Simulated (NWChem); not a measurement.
System meant: CH4AlBr; SMILES [CH3][AlH][Br]

The following NWChem deck was run.

```
start job
memory heap 200 mb stack 900 mb global 1100 mb
geometry units angstroms noautoz
  Al    -0.682443     1.032113     0.018444
  H     -2.259804     1.147909     0.079918
  Br     0.146285    -1.099410    -0.006605
  C      0.567629     2.535336    -0.013847
  H      1.418453     2.349123    -0.679053
  H      0.980874     2.713240     0.988371
  H      0.074563     3.461444    -0.332702
end
basis spherical
  Al library def2-svp
  H library def2-svp
  Br library def2-svp
  C library def2-svp
end
dft
  odft
  mult 2
  xc pbe0
  iterations 150
  mulliken
end
task dft energy
```

End of the output:

```
 ==============================================================================
                                 internuclear angles
 ------------------------------------------------------------------------------
        center 1       |       center 2       |       center 3       |  degrees
 ------------------------------------------------------------------------------
    2 H                |   1 Al               |   3 Br               |   115.45
    2 H                |   1 Al               |   4 C                |   125.56
    3 Br               |   1 Al               |   4 C                |   118.99
    1 Al               |   4 C                |   5 H                |   112.07
    1 Al               |   4 C                |   6 H                |   110.48
    1 Al               |   4 C                |   7 H                |   111.51
    5 H                |   4 C                |   6 H                |   106.81
    5 H                |   4 C                |   7 H                |   108.43
    6 H                |   4 C                |   7 H                |   107.32
 ------------------------------------------------------------------------------
                            number of included internuclear angles:          9
 ==============================================================================

 Summary of "ao basis" -> "" (spherical)
 ------------------------------------------------------------------------------
       Tag                 Description            Shells   Functions and Types
 ---------------- ------------------------------  ------  ---------------------
 Al                         def2-svp                 8       18   4s3p1d
 H                          def2-svp                 3        5   2s1p
 Br                         def2-svp                12       32   5s4p3d
 C                          def2-svp                 6       14   3s2p1d

                                 NWChem DFT Module
                                 -----------------

 Summary of "ao basis" -> "ao basis" (spherical)
 ------------------------------------------------------------------------------
       Tag                 Description            Shells   Functions and Types
 ---------------- ------------------------------  ------  ---------------------
 Al                         def2-svp                 8       18   4s3p1d
 H                          def2-svp                 3        5   2s1p
 Br                         def2-svp                12       32   5s4p3d
 C                          def2-svp                 6       14   3s2p1d

  number of electrons :                   58
  multiplicity        :                    2
 ------------------------------------------------------------------------
  no. of electrons and multiplicity not compatible                  58
 ------------------------------------------------------------------------
 ------------------------------------------------------------------------
  current input line :
    25: task dft energy
 ------------------------------------------------------------------------
 ------------------------------------------------------------------------
 There is an error in the input file
 ------------------------------------------------------------------------
 For more information see the NWChem manual at https://nwchemgit.github.io

0: no. of electrons and multiplicity not compatible:Received an Error in Communication
```

**Question.** What is wrong, and how is it mended?

**Answer.** The input was rejected before any calculation. Cause: the multiplicity doesn't fit the number of electrons (an even count wants an odd multiplicity, and the reverse). This input runs:
```
start job
memory heap 200 mb stack 900 mb global 1100 mb
geometry units angstroms noautoz
  Al    -0.682443     1.032113     0.018444
  H     -2.259804     1.147909     0.079918
  Br     0.146285    -1.099410    -0.006605
  C      0.567629     2.535336    -0.013847
  H      1.418453     2.349123    -0.679053
  H      0.980874     2.713240     0.988371
  H      0.074563     3.461444    -0.332702
end
basis spherical
  Al library def2-svp
  H library def2-svp
  Br library def2-svp
  C library def2-svp
end
dft
  xc pbe0
  iterations 150
  mulliken
end
task dft energy
```
It converges to -2856.28155 Ha (PBE0/def2-SVP).
